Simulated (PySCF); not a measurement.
**A composite method against measured constants**

PySCF. The composite is CCSD(T) extrapolated to the basis-set limit from two correlation-consistent sets, with core-valence (CV) and scalar-relativistic (SR) terms as its label shows; it has no spin–orbit coupling and nothing beyond (T). Measured values: Huber and Herzberg, Constants of Diatomic Molecules (1979).

| molecule | composite | Re computed (Å) | Re measured (Å) | ωe computed (cm⁻¹) | ωe measured (cm⁻¹) |
| --- | --- | --- | --- | --- | --- |
| IF | CCSD(T)/CBS(TQ)+CV | 1.9108 | 1.909759 | 631.2 | 610.24 |
| RbH | CCSD(T)/CBS(TQ) | 2.3680 | 2.367 | 939.6 | 936.94 |
| BeO | CCSD(T)/CBS(TQ)+CV+SR | 1.3318 | 1.3309 | 1486.6 | 1487.32 |
| TlBr | CCSD(T)/CBS(DT)+CV | 2.6375 | 2.618191 | 191.6 | 192.1 |
| CS | CCSD(T)/CBS(TQ)+CV+SR | 1.5351 | 1.534941 | 1291.9 | 1285.08 |
| NO⁺ | CCSD(T)/CBS(TQ)+CV+SR | 1.0625 | 1.06322 | 2390.6 | 2376.42 |
| MgH | CCSD(T)/CBS(DT)+SR | 1.7293 | 1.7297 | 1503.7 | 1495.2 |
| SO | CCSD(T)/CBS(TQ)+CV+SR | 1.4816 | 1.481087 | 1160.5 | 1149.22 |

Task: Give the mean absolute errors, and the molecules missed most.

Result: Re 3.0 mÅ, most for TlBr (+19.3 mÅ); ωe 8.2 cm⁻¹, most for IF (+21.0 cm⁻¹).

The molecules are drawn from runs that passed checks on state, spin purity and fit, so the hardest cases are missing and the errors look smaller than over all diatomics.

Correlated steps freeze the inner cores (1 to 14 orbitals); shallow outer-core shells are correlated. Spin–orbit coupling is left out, which matters for elements this heavy, above all for dissociation energies. The CCSD T1 diagnostic is raised in BeO, CS, a sign that a single reference may not be enough there. States were picked by a PBE0 search and need not be the measured ground states.
